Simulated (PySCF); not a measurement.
## Correlation energy of S⁺ (sulfur, charge +1)

[Ne] 3s2 3p3, high-spin 4S determinant. All numbers are calculated (PySCF 2.14, the non-relativistic Hamiltonian (point nucleus), in 6-31G*). Frozen: [Ne]; 5 electrons correlated.

MP2 pair energies summed by pair of shells (mhartree):

```tsv
pair	energy	share (%)
3s-3p	-42.03	65.4
3p-3p	-14.61	22.7
3s-3s	-7.59	11.8
```

Total MP2 correlation energy: -64.24 mhartree.

Same-spin part -16.31 and opposite-spin part -47.93 mhartree; SCS-MP2 scales them by 1/3 and 6/5 to -62.96 mhartree.

```tsv
level	correlation energy (mhartree)
CCSD	-81.89
(T)	-0.89
CCSD(T)	-82.78
```

Diagnostics: T1 = 0.0039, D1 = 0.0090, largest double amplitude 0.058.

Cost of the coupled-cluster step: 0.06 s of wall time on 1 thread of Neoverse-V2 (shared host), for 5 correlated electrons.
